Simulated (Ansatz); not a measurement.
```yaml
crystal:
  periodic: [false, false, false]
  atoms:
    - {symbol: C, position_ang: [1.700147, -0.560666, -2.527978]}
    - {symbol: N, position_ang: [1.128111, -0.587560, -1.201868]}
    - {symbol: C, position_ang: [1.759544, -1.583556, -0.377583]}
    - {symbol: Sc, position_ang: [-0.343581, 0.672037, -0.759320]}
    - {symbol: F, position_ang: [-0.945198, 1.842161, -2.084942]}
    - {symbol: N, position_ang: [-1.205688, 0.740554, 1.029645]}
    - {symbol: C, position_ang: [-2.277650, 1.681771, 1.256649]}
    - {symbol: C, position_ang: [-0.927670, -0.033549, 2.210163]}
    - {symbol: H, position_ang: [1.215131, 0.199031, -3.150838]}
    - {symbol: H, position_ang: [2.776561, -0.329647, -2.507274]}
    - {symbol: H, position_ang: [1.589282, -1.527264, -3.043596]}
    - {symbol: H, position_ang: [1.323100, -1.602388, 0.625635]}
    - {symbol: H, position_ang: [2.839000, -1.398719, -0.261299]}
    - {symbol: H, position_ang: [1.652635, -2.595269, -0.799442]}
    - {symbol: H, position_ang: [-3.214194, 1.177856, 1.542005]}
    - {symbol: H, position_ang: [-2.484277, 2.268453, 0.354736]}
    - {symbol: H, position_ang: [-2.037384, 2.392673, 2.062470]}
    - {symbol: H, position_ang: [-0.114052, -0.744054, 2.035555]}
    - {symbol: H, position_ang: [-0.629753, 0.602187, 3.058718]}
    - {symbol: H, position_ang: [-1.804082, -0.614041, 2.538565]}
basis:
  gaussian: {orbitals: 6-31G}
total_charge: -2
hamiltonian: {xc: {name: B2GP-PLYP}, pseudopotentials: {relativity: none}}
output: {forces: true}
```

```sh
$ ansatz run in.yaml --threads 4 --pin off --events-out ev --progress --plain --max-ram 66560MiB --backend cpu
```

Shortened log:

```
Functional definition: B2GP-PLYP
1631 factors; integrals over basis functions are off by at most 1.7e-4 eV
mean field evaluation 1: about -30697.1454 eV, gradient 2.9e1 eV
mean field evaluation 2: about -30697.1277 eV, gradient 2.9e1 eV
mean field evaluation 4: about -30699.7393 eV, gradient 3.9e0 eV
mean field evaluation 8: about -30699.7682 eV, gradient 5.9e-1 eV
mean field evaluation 16: about -30699.7716 eV, gradient 2.5e-3 eV
mean field -30699.77159261 eV, -1128.1957969759 hartree, gradient 8.5e-6 eV, S^2 0.000000; 0 other end points of the search recorded, 0 dependent functions left out; unrestricted orbitals would lower it
12 core orbitals not correlated: weight in the atoms' cores, before any rotation towards them, 1.000 or more for the frozen orbitals, at most 0.000 for the correlated occupied ones
reference -30699.77176755 eV, -1128.1958034049 hartree; 29, 29 occupied and 75, 75 virtual orbitals, 1631 factors
second order -30.79831388 eV of doubles, -0.00000000 eV of singles
Total energy: -30710.85916055 eV, -1128.6032575822 hartree
Atom 0 at     1.700147    -0.560666    -2.527978 Å, force     0.054462     0.063973    -0.261036 eV/Å
Atom 1 at     1.128111    -0.587560    -1.201868 Å, force     0.378330    -0.293393    -0.181998 eV/Å
Atom 2 at     1.759544    -1.583556    -0.377583 Å, force     0.009631    -0.098082     0.187701 eV/Å
Atom 3 at    -0.343581     0.672037    -0.759320 Å, force     0.119532    -0.226894     0.259983 eV/Å
Atom 4 at    -0.945198     1.842161    -2.084942 Å, force    -0.395936     0.769018    -0.871764 eV/Å
Atom 5 at    -1.205688     0.740554     1.029645 Å, force    -0.264913     0.072320     0.432800 eV/Å
Atom 6 at    -2.277650     1.681771     1.256649 Å, force    -0.189020     0.195995    -0.034455 eV/Å
Atom 7 at    -0.927670    -0.033549     2.210163 Å, force     0.118265    -0.149656     0.093134 eV/Å
Atom 8 at     1.215131     0.199031    -3.150838 Å, force    -0.067265     0.049167     0.039346 eV/Å
Atom 9 at     2.776561    -0.329647    -2.507274 Å, force     0.343746     0.079335    -0.055720 eV/Å
Atom 10 at     1.589282    -1.527264    -3.043596 Å, force    -0.014995    -0.284165    -0.218051 eV/Å
Atom 11 at     1.323100    -1.602388     0.625635 Å, force    -0.043989     0.048193    -0.012696 eV/Å
Atom 12 at     2.839000    -1.398719    -0.261299 Å, force     0.361448     0.035303     0.082563 eV/Å
Atom 13 at     1.652635    -2.595269    -0.799442 Å, force    -0.027734    -0.358723    -0.092592 eV/Å
Atom 14 at    -3.214194     1.177856     1.542005 Å, force    -0.330138    -0.106435     0.085772 eV/Å
Atom 15 at    -2.484277     2.268453     0.354736 Å, force     0.051477    -0.018344    -0.074139 eV/Å
Atom 16 at    -2.037384     2.392673     2.062470 Å, force     0.026701     0.260608     0.244422 eV/Å
Atom 17 at    -0.114052    -0.744054     2.035555 Å, force     0.009743     0.018624    -0.062989 eV/Å
Atom 18 at    -0.629753     0.602187     3.058718 Å, force     0.123677     0.170537     0.305531 eV/Å
Atom 19 at    -1.804082    -0.614041     2.538565 Å, force    -0.263023    -0.227380     0.134186 eV/Å
Dipole moment:     0.292714    -0.577489     0.649863 e Å
```

(1) What is wrong with this run?

## Answers

(1) The charge is far from anything that the molecule holds. The calculation finished and met its thresholds. The result belongs to that input, not to the molecule as meant.
